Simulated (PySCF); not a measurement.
First SCF of a structure search on doublet Sc(OH)2, at a hand-made PBE minimum (heavy-atom frame) geometry. PySCF input:

```python
from pyscf import gto, scf, dft
mol = gto.M(atom='''
Sc     0.403750    -0.000000    -0.000000
O     -0.486720    -1.610710     0.000000
O     -0.486720     1.610710     0.000000
H     -1.280490    -2.166000    -0.000000
H     -1.280490     2.166000    -0.000000''',
    basis={'Sc': 'def2-SVP', 'O': 'def2-SVP', 'H': 'def2-SVP'},
    charge=0, spin=1)
mf = dft.UKS(mol, xc='PBE')
mf.grids.atom_grid = (50, 194)
aux = {'Sc': 'def2-universal-JKFIT', 'O': 'def2-universal-JKFIT', 'H': 'def2-universal-JKFIT'}
mf = mf.density_fit(auxbasis=aux)
mf.conv_tol = 1e-08
mf.diis_space = 10
mf.max_cycle = 60
mf.init_guess = 'minao'
mf.verbose = 4
mf.kernel()
```

Excerpt of the output (cycles alone):

```
init E= -911.670360071294
cycle= 1 E= -911.156094044522  delta_E= 0.514  |g|= 1.04  |ddm|=  2.4
cycle= 2 E= -910.760993903606  delta_E= 0.395  |g|= 1.35  |ddm|= 3.52
cycle= 3 E= -911.827469206791  delta_E= -1.07  |g|= 0.174  |ddm|= 3.01
cycle= 4 E= -911.816711942777  delta_E= 0.0108  |g|= 0.271  |ddm|= 0.65
cycle= 5 E= -911.850279178016  delta_E= -0.0336  |g|= 0.0756  |ddm|= 0.268
cycle= 6 E= -911.852654906117  delta_E= -0.00238  |g|= 0.0148  |ddm|= 0.076
cycle= 7 E= -911.852751674197  delta_E= -9.68e-05  |g|= 0.00344  |ddm|= 0.0171
cycle= 8 E= -911.852756676421  delta_E= -5e-06  |g|= 0.00052  |ddm|= 0.00465
cycle= 9 E= -911.852756897682  delta_E= -2.21e-07  |g|= 8.18e-05  |ddm|= 0.00115
cycle= 10 E= -911.852756904186  delta_E= -6.5e-09  |g|= 2.24e-05  |ddm|= 0.000214
Extra cycle  E= -911.852756902749  delta_E= 1.44e-09  |g|= 6.03e-05  |ddm|= 7.1e-05
converged SCF energy = -911.852756902749  <S^2> = 0.75101969  2S+1 = 2.0010194
```

No lower solution of this spin was found from smeared starts or by a stability analysis within the unrestricted form.

Open d and f shells are described by one determinant, and the ground state may have another occupation or spin.

The search for the lowest solution, 3 starts and the stability check together, took 12 s on 2 threads of a shared Arm Neoverse V2 host, with 69 basis functions; the process peaked at 0.41 GiB. Launch command: `OMP_NUM_THREADS=2 python axn.py task.json out`.
